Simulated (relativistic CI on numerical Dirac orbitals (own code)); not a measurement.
O4+: calculation against measurement

Computed by Dirac-Coulomb-Breit CI, separate exchange-only KLI orbitals for each configuration, model QED (radiative potential, 1s self-energy scaled to tabulated hydrogen-like ionisation energies), valence Slater integrals scaled by 0.85, P86 correlation energy added to each configuration (own radial code, finite nucleus).

Configurations in the expansion (outside the closed core 1s2): 2s2, 2s 2p, 2p2, 2p 3s, 2p 3p, 2s 3s, 2s 3p, 2s 3d, 2s 4s, 2s 4p, 2s 4d, 2s 4f, 3s2, 3s 3p, 3p2. Levels of other configurations are missing.

```tsv
Configuration	Term (tabulated)	J	Measured (cm⁻¹)	Computed	Error	Purity (%)
2s2	1S	0	0.0	0	0	95
2s 2p	3P°	0	81942.5	82720	777	100
2s 2p	3P°	1	82078.6	82851	773	100
2s 2p	3P°	2	82385.3	83149	764	100
2s 2p	1P°	1	158797.7	157487	-1311	100
2p2	3P	0	213462.5	215521	2059	100
2p2	3P	1	213618.2	215673	2055	100
2p2	3P	2	213887.0	215931	2044	100
2p2	1D	2	231721.4	235258	3537	99
2p2	1S	0	287910.3	285605	-2305	94
2s 3s	3S	1	546972.7	545427	-1546	98
2s 3s	1S	0	561276.4	558043	-3233	96
2s 3p	1P°	1	580824.9	581920	1095	92
2s 3p	3P°	0	582806.4	582299	-507	99
2s 3p	3P°	1	582843.1	582340	-503	98
2s 3p	3P°	2	582920.3	582412	-508	99
2s 3d	3D	1	600748.9	599471	-1278	99
2s 3d	3D	2	600758.9	599479	-1280	99
2s 3d	3D	3	600779.2	599497	-1283	99
2s 3d	1D	2	612615.6	611731	-884	98
2p 3s	3P°	0	652918.0	653350	432	99
2p 3s	3P°	1	653080.1	653512	432	99
2p 3s	3P°	2	653423.3	653855	432	99
2p 3s	1P°	1	664485.9	664321	-164	91
2p 3p	1P	1	672693.8	674217	1523	100
2p 3p	3D	2	677348.5	678384	1036	99
2p 3p	3D	3	677665.0	678699	1034	99
2p 3p	3S	1	683942.9	683929	-14	96
2p 3p	3P	1	689517.7	688566	-952	100
2p 3p	3P	2	689708.5	688750	-959	100
2p 3p	1D	2	697170.2	697495	324	99
2p 3p	1S	0	707635.5	706574	-1061	69
2s 4s	3S	1	722480.0	721821	-659	98
2s 4s	1S	0	731670.5	734049	2379	71
2s 4p	3P°	0	735911.6	734447	-1465	100
2s 4p	3P°	1	735922.0	734461	-1461	100
2s 4p	3P°	2	735949.1	734491	-1458	100
2s 4p	1P°	1	737880.8	737582	-298	98
2s 4d	3D	1	742239.4	740752	-1487	100
2s 4d	3D	2	742244.0	740755	-1489	100
2s 4d	3D	3	742248.6	740760	-1489	100
2s 4d	1D	2	746274.9	745732	-543	100
2s 4f	1F°	3	749840.5	748119	-1721	100
```

Measured levels from Moore, Selected Tables of Atomic Spectra, NSRDS-NBS 3, section 9; pairs were made by configuration, J and term (by order where the table uses no LS term), so strongly mixed levels may be paired wrongly.

Mean error by configuration (cm⁻¹): 2s 2p 251; 2p2 1478; 2s 3s -2390; 2s 3p -106; 2s 3d -1181; 2p 3s 283; 2p 3p 117; 2s 4s 860; 2s 4p -1170; 2s 4d -1252; 2s 4f -1721. Over the excited levels the mean absolute error is 1204 cm⁻¹ (42 of the 48 excited levels that our extract of the source holds in range could be paired, and the others can miss by more), and the median relative error of those above 1,000 cm⁻¹ is 0.2 %.
